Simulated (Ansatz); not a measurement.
Q: Predict a relaxed structure of B(NH3)F3 (BNF₃H₃), charge 0, singlet, at r2SCAN-D4/def2-SVP (Ansatz).

A: 
```xyz
8

B    -0.1788    0.3665    0.7531
N     0.1735   -0.3558   -0.7309
H    -0.6820   -0.6988   -1.1724
H     0.8106   -1.1444   -0.6013
H     0.6153    0.3183   -1.3595
F     1.0476    0.7500    1.2248
F    -0.7759   -0.6371    1.4670
F    -1.0102    1.4013    0.4192
```
Point group C3v (tolerance 0.1 Å). This is one stationary point.
